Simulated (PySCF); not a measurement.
PySCF 2.14 output of a UHF calculation on a single atom or ion in cc-pV(D+d)Z, with the non-relativistic Hamiltonian (point nucleus):

```
SCF conv_tol = 1e-09
number electrons alpha = 9  beta = 6
cycle= 1 E= -458.208165048565  delta_E= -9.49e-12  |g|= 8.39e-07  |ddm|= 2.09e-05
converged SCF energy = -458.208165048565  <S^2> = 3.7508223  2S+1 = 4.0004111
```

The run itself started from symmetry-adapted Hartree-Fock orbitals and held the occupation by maximum overlap, so the iterations belong to that start.

Q: Which element, charge and spin multiplicity is this?

A: Cl²⁺ (chlorine, charge +2), multiplicity 4; the state was [Ne] 3s2 3p3, high-spin 4S determinant.
